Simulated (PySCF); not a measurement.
This script is equivalent to a calculation on P⁺ (phosphorus, charge +1).

```python
from pyscf import gto, scf, dft, mp, cc
import basis_set_exchange as bse
mol = gto.M(atom="P 0 0 0", charge=1, spin=2, symmetry="D2h",
            basis=gto.basis.parse(bse.get_basis("Sapporo-DZP-2012", elements=["P"], fmt="nwchem", header=False)),
            nucmod="G")
mf = dft.UKS(mol, xc="B88,P86").sfx2c1e()
mf.irrep_nelec = {'Ag': (3, 3), 'B1u': (2, 1), 'B2u': (2, 1), 'B3u': (1, 1)}
mf.kernel()
```

Question: What total energy does it give?

Answer: -341.611 hartree (calculated).

Question: Which occupied shell lies highest, and where?

Answer: 3p α, at -15.027 eV.

Question: What is ⟨S²⟩, and what would a pure spin state give?

Answer: 2.003, against 2.00.
